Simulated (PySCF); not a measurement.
Computed properties of Zr(OH)2(NH2)2 (H6N2O2Zr), SMILES [NH2][Zr]([NH2])([OH])[OH], multiplicity 1

H₆N₂O₂Zr, SMILES [NH2][Zr]([NH2])([OH])[OH], multiplicity 1. The structure is a stationary point at PBE0-D3(BJ)/def2-SVP. The spin state was assumed, not searched. The structure was generated by enumeration; whether it is a known compound was not checked. The def2 effective core potentials stand for the cores of Zr; spin–orbit coupling is left out. The values are those of a single conformer. All values are computed for the isolated molecule unless a solvent is named; none is compared with measurement here.

**Structure.** The optimised structure has C2 symmetry. All 27 harmonic modes at PBE0-D3(BJ)/def2-SVP (PySCF) are real, so it is a minimum. With heavy atoms numbered as in [Zr:1]([OH:2])([OH:4])([NH2:6])[NH2:9], the shortest bond between them is Zr1–O4 at 1.935 Å and the longest Zr1–N6 at 2.046 Å.

**Vibrations.** The strongest infrared lines (harmonic, unscaled, degenerate partners summed) lie at 4025 cm⁻¹ (321 km/mol, H 94 %), 638 cm⁻¹ (238 km/mol, N 64 %, Zr 22 %, H 13 %), 717 cm⁻¹ (230 km/mol, O 69 %, Zr 24 %). The softest mode is at 46 cm⁻¹ and the zero-point energy is 46.4 kcal/mol.

**Electronic structure.** B3LYP/def2-TZVP (PySCF) places the frontier levels at -6.40 and -0.33 eV, a gap of 6.07 eV, and gives a dipole moment of 0.23 D and a mean polarisability of 64.2 bohr³. PBE/def2-TZVP (PySCF) at the same geometry gives -5.27 and -0.84 eV, so its gap is 1.64 eV narrower. An orbital gap is neither the optical nor the fundamental gap.

**Excitations.** TDA-CAM-B3LYP/def2-SVPD (PySCF) has S1 at 5.37 eV (231 nm, f = 0.012, weak); the most intense of the 10 singlets computed lies at 6.65 eV (f = 0.11). T1 (TDA) is at 5.26 eV, 0.11 eV under S1. TDA-PBE/def2-SVPD (PySCF) puts S1 at 4.42 eV. No vertical singlet excitation falls in the visible range (under 3.1 eV).
